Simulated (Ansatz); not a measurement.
## Nudged elastic band run: H₃SSn

Input file:

```yaml
crystal:
  periodic: [false, false, false]
  atoms:
    - { symbol: S, position_ang: [1.092494, -0.85775, 0.987487] }
    - { symbol: Sn, position_ang: [-0.022756, 0.399332, -0.838509] }
    - { symbol: H, position_ang: [0.263754, -1.934404, 0.869506] }
    - { symbol: H, position_ang: [-1.759552, 0.267934, -0.553821] }
    - { symbol: H, position_ang: [0.475861, 2.051288, -0.506063] }
magnetization:
  spin_polarized: true
  initial_magnetization: 1
basis:
  gaussian: { orbitals: def2-SVP }
hamiltonian:
  xc: revpbe
neb:
  order_check: false
  images: 5
  f_tol: 0.03
  max_iterations: 60
  final_atoms:
    - { symbol: S, position_ang: [1.21160033, -0.98692869, 0.68680693] }
    - { symbol: Sn, position_ang: [-0.40142837, 0.81128489, 0.11107293] }
    - { symbol: H, position_ang: [0.23206085, -1.89891242, 0.94952385] }
    - { symbol: H, position_ang: [-1.59437911, 0.08746926, -0.96902581] }
    - { symbol: H, position_ang: [0.6019473, 1.91348697, -0.8197779] }
  initial_path:
    images:
      - { positions_ang: [[1.092494, -0.85775, 0.987487], [-0.022756, 0.399332, -0.838509], [0.263754, -1.934404, 0.869506], [-1.759552, 0.267934, -0.553821], [0.475861, 2.051288, -0.506063]] }
      - { positions_ang: [[1.08021057, -0.86409915, 1.036492], [-0.0900825, 0.47893084, -0.67091707], [0.27848373, -1.94432132, 0.78810789], [-1.76421046, 0.20617638, -0.58093085], [0.54539966, 2.04971325, -0.61415196]] }
      - { positions_ang: [[1.06792714, -0.8704483, 1.085497], [-0.157409, 0.55852968, -0.50332515], [0.29321346, -1.95423864, 0.70670977], [-1.76886891, 0.14441876, -0.60804071], [0.61493831, 2.0481385, -0.72224092]] }
      - { positions_ang: [[1.05564371, -0.87679745, 1.134502], [-0.2247355, 0.63812852, -0.33573322], [0.30794319, -1.96415596, 0.62531166], [-1.77352737, 0.08266114, -0.63515056], [0.68447697, 2.04656375, -0.83032988]] }
      - { positions_ang: [[1.10762925, -0.91350786, 0.98527031], [-0.28363312, 0.69584731, -0.18679784], [0.28264908, -1.94240811, 0.73338239], [-1.71381128, 0.08426385, -0.74644231], [0.65696708, 2.00220482, -0.82681255]] }
      - { positions_ang: [[1.15961479, -0.95021828, 0.83603862], [-0.34253075, 0.7535661, -0.03786246], [0.25735496, -1.92066027, 0.84145312], [-1.6540952, 0.08586655, -0.85773406], [0.62945719, 1.9578459, -0.82329523]] }
      - { positions_ang: [[1.21160033, -0.98692869, 0.68680693], [-0.40142837, 0.81128489, 0.11107293], [0.23206085, -1.89891242, 0.94952385], [-1.59437911, 0.08746926, -0.96902581], [0.6019473, 1.91348697, -0.8197779]] }
```

Run as:

```bash
$ ansatz run input.yaml --threads 1 --pin off --max-ram 2048MiB --backend cpu --events-out ev --progress --plain --runs-dir out
```

Output, in part (warnings, iteration lines, the closing report on the highest movable image, with atoms numbered from 0):

```
NEB end point (image 0): max|allowed force component| = 9.408e-3 eV/Å (the criterion of neb.relax_end_points is 1.000e-2)
NEB end point (image 6): max|allowed force component| = 1.025e-2 eV/Å (the criterion of neb.relax_end_points is 1.000e-2)
NEB iter   1: max|band force component| = 1.045e0 eV/Å  barrier→ = 0.7534 eV  barrier← = 0.7534 eV  Δτ_max = 0.1922 Å  (191 SCF iters)
NEB iter   2: max|band force component| = 5.369e-1 eV/Å  barrier→ = 0.6601 eV  barrier← = 0.6600 eV  Δτ_max = 0.1016 Å  (148 SCF iters)
NEB iter   3: max|band force component| = 7.035e-1 eV/Å  barrier→ = 0.6155 eV  barrier← = 0.6154 eV  CI = image 3  Δτ_max = 0.0925 Å  (136 SCF iters)
NEB iter   4: max|band force component| = 1.503e-1 eV/Å  barrier→ = 0.6613 eV  barrier← = 0.6613 eV  CI = image 3  Δτ_max = 0.0619 Å  (139 SCF iters)
NEB iter   5: max|band force component| = 1.819e-1 eV/Å  barrier→ = 0.6548 eV  barrier← = 0.6548 eV  CI = image 3  Δτ_max = 0.0311 Å  (131 SCF iters)
NEB iter   6: max|band force component| = 1.709e-1 eV/Å  barrier→ = 0.6512 eV  barrier← = 0.6512 eV  CI = image 3  Δτ_max = 0.0622 Å  (127 SCF iters)
NEB iter   7: max|band force component| = 1.129e-1 eV/Å  barrier→ = 0.6441 eV  barrier← = 0.6441 eV  CI = image 3  Δτ_max = 0.1235 Å  (126 SCF iters)
NEB iter   8: max|band force component| = 3.373e-2 eV/Å  barrier→ = 0.6338 eV  barrier← = 0.6338 eV  CI = image 3  Δτ_max = 0.1454 Å  (139 SCF iters)
NEB iter   9: max|band force component| = 4.946e-2 eV/Å  barrier→ = 0.6275 eV  barrier← = 0.6275 eV  CI = image 3  Δτ_max = 0.0729 Å  (139 SCF iters)
NEB iter  10: max|band force component| = 5.481e-2 eV/Å  barrier→ = 0.6268 eV  barrier← = 0.6268 eV  CI = image 3  Δτ_max = 0.0367 Å  (135 SCF iters)
NEB iter  11: max|band force component| = 3.956e-2 eV/Å  barrier→ = 0.6262 eV  barrier← = 0.6262 eV  CI = image 3  Δτ_max = 0.0365 Å  (131 SCF iters)
NEB iter  12: max|band force component| = 2.362e-2 eV/Å  barrier→ = 0.6261 eV  barrier← = 0.6261 eV  CI = image 3  Δτ_max = 0.0000 Å  (313 SCF iters)
Total energy: -16710.35120146 eV, -614.0940799707 hartree
Atom 0 at     0.639767    -0.959797     1.362210 Å, force     0.001027    -0.007282    -0.008713 eV/Å
Atom 1 at    -0.306589     0.594662    -0.267083 Å, force    -0.008375     0.001087     0.004424 eV/Å
Atom 2 at     0.954655    -1.929628     0.453571 Å, force    -0.001730     0.007988     0.006313 eV/Å
Atom 3 at    -1.979929     0.471299    -0.615580 Å, force     0.006136    -0.001509     0.000509 eV/Å
Atom 4 at     0.741897     1.749864    -0.974518 Å, force     0.002941    -0.000284    -0.002533 eV/Å
Dipole moment:    -0.042662     0.005796    -0.281665 e Å
```

The forces met the threshold. A vibrational analysis at the climbing image gives one clearly imaginary mode, 714i cm⁻¹: a first-order saddle point.

Final band (atoms are numbered from 1 in the order of the input):

```json
{"image": "0", "path coordinate (Å)": "0.00", "energy (kcal/mol)": "0.0", "height of Sn2 over the plane of its neighbours (Å)": "0.75"}
{"image": "1", "path coordinate (Å)": "0.58", "energy (kcal/mol)": "1.1", "height of Sn2 over the plane of its neighbours (Å)": "0.72"}
{"image": "2", "path coordinate (Å)": "1.15", "energy (kcal/mol)": "3.1", "height of Sn2 over the plane of its neighbours (Å)": "0.63"}
{"image": "3", "path coordinate (Å)": "1.73", "energy (kcal/mol)": "14.4", "height of Sn2 over the plane of its neighbours (Å)": "0.01"}
{"image": "4", "path coordinate (Å)": "2.38", "energy (kcal/mol)": "3.9", "height of Sn2 over the plane of its neighbours (Å)": "-0.61"}
{"image": "5", "path coordinate (Å)": "3.03", "energy (kcal/mol)": "1.3", "height of Sn2 over the plane of its neighbours (Å)": "-0.73"}
{"image": "6", "path coordinate (Å)": "3.68", "energy (kcal/mol)": "0.0", "height of Sn2 over the plane of its neighbours (Å)": "-0.76"}
```

Time of the run: 2 min on 1 CPU thread of a shared host.
